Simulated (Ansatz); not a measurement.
The cluster Ir₃⁺. Charge 1, multiplicity 1. Geometry PBE-D4/def2-TZVP.

```
atom   x (Å)   y (Å)   z (Å)
 Ir1   0.396   1.305  -0.162
 Ir2   0.045  -0.617   1.227
 Ir3  -0.441  -0.689  -1.065
```

In the def2 sets Ir takes a core potential; there is no spin–orbit coupling. The restricted singlet is unstable towards broken spin symmetry at other levels; at LDA (SPW92)/def2-TZVP, PBE-D4/def2-SVP, ωB97X-V/def2-TZVP this wasn't settled. At LDA (SPW92)/def2-TZVP, PBE-D4/def2-SVP, PBE-D4/def2-TZVP, r2SCAN-D4/def2-TZVP an occupied level lies above an empty one. At PBE-D4/def2-TZVP, r2SCAN-D4/def2-TZVP the restricted singlet is unstable: a solution with broken spin symmetry lies lower. At PBE0-D4/def2-TZVP a quintet of charge 1 lies 1.61 eV below the restricted singlet, each at its own geometry. The structure comes from a short search, and lower isomers may exist.

(1) Estimate the orbital energies around the gap (eV) in Ansatz with LDA (SPW92)/def2-TZVP, PBE-D4/def2-SVP, PBE-D4/def2-TZVP, r2SCAN-D4/def2-TZVP, ωB97X-V/def2-TZVP.

Answers

(1) 
| orbital | LDA (SPW92)/def2-TZVP | PBE-D4/def2-SVP | PBE-D4/def2-TZVP | r2SCAN-D4/def2-TZVP | ωB97X-V/def2-TZVP |
| --- | --- | --- | --- | --- | --- |
| HOMO−5 | -12.10 | -11.93 | -11.83 | -12.08 | -14.87 |
| HOMO−4 | -11.09 | -10.93 | -10.85 | -11.05 | -14.09 |
| HOMO−3 | -11.00 | -10.82 | -10.74 | -10.92 | -14.03 |
| HOMO−2 | -10.84 | -10.69 | -10.61 | -10.84 | -14.01 |
| HOMO−1 | -10.68 | -10.52 | -10.44 | -10.61 | -13.76 |
| HOMO | -10.50 | -10.29 | -10.22 | -10.25 | -13.26 |
| LUMO | -10.81 | -10.57 | -10.50 | -10.43 | -6.83 |
| LUMO+1 | -10.60 | -10.39 | -10.31 | -10.27 | -6.78 |
| LUMO+2 | -9.78 | -9.46 | -9.42 | -9.22 | -6.08 |
| LUMO+3 | -9.21 | -8.79 | -8.83 | -8.54 | -5.89 |
| LUMO+4 | -9.10 | -8.70 | -8.73 | -8.42 | -5.51 |
| LUMO+5 | -6.41 | -5.94 | -6.16 | -5.90 | -3.64 |
